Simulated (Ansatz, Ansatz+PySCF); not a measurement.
```xyz
2

Al    0.0000    0.0000   -0.1191
H     0.0000    0.0000    1.5486
```

Basis set: def2-SVP (spherical functions). Left uncorrelated: 5 orbitals. Charge 0, multiplicity 1.

Computed with Ansatz (development build ahead of 0.2.0); each method stands on the lowest determinant of its kind that the runs found. Restricted open shells among the atoms or ions are ROHF, correlated in semicanonical orbitals with singles. Restricted functionals stand beside restricted open-shell atoms, which can lie above the unrestricted atoms usual in DFT and then raise those values.

The atomization energy at this shape (free ground-state atoms in the same class of orbitals less the molecule, no zero-point energy) of singlet AlH:

```json
{"method": "ωB97X (restricted)", "atomization energy": "73.14 kcal/mol"}
{"method": "ωB97X (unrestricted)", "atomization energy": "72.43 kcal/mol"}
{"method": "r²SCAN (restricted)", "atomization energy": "70.64 kcal/mol"}
{"method": "r²SCAN (unrestricted)", "atomization energy": "69.66 kcal/mol"}
{"method": "PBE0 (restricted)", "atomization energy": "69.45 kcal/mol"}
{"method": "PBE0 (unrestricted)", "atomization energy": "68.84 kcal/mol"}
{"method": "PBE (restricted)", "atomization energy": "69.68 kcal/mol"}
{"method": "PBE (unrestricted)", "atomization energy": "69.21 kcal/mol"}
{"method": "RHF-CCSD(T)", "atomization energy": "69.95 kcal/mol"}
{"method": "UHF-MP2", "atomization energy": "64.78 kcal/mol"}
{"method": "UHF", "atomization energy": "52.93 kcal/mol"}
{"method": "RHF", "atomization energy": "54.38 kcal/mol"}
```

What does RHF-MP2 give?

66.11 kcal/mol. Caution for UHF-MP2: another reference gives a lower total. Caution for UHF-MP2, UHF: the determinant breaks the point group.
